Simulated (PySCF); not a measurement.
SiHI, SMILES [SiH]I (connectivity only; charge and spin as stated), neutral, multiplicity 1.

Geometry optimised at PBE0-D3(BJ)/def2-TZVP. The def2 effective core potentials stand for the cores of I; spin–orbit coupling is left out.

Computed with PBE0-D3(BJ)/def2-TZVP (PySCF 2.14.0).

Frequencies are harmonic and unscaled.

List the normal modes with their intensities. (Estimate from the structure and the level; the computed values follow.)


| mode | ν (cm⁻¹) | IR (km/mol) | Raman (Å⁴/amu) | depolarisation | moving atoms (share of kinetic energy) |
|---|---|---|---|---|---|
| 1 | 353 | 47.0 | 24.9 | 0.27 | Si 79 %, I 19 % |
| 2 | 733 | 38.7 | 6.5 | 0.61 | H 96 % |
| 3 | 2039 | 204.7 | 184.0 | 0.39 | H 96 % |
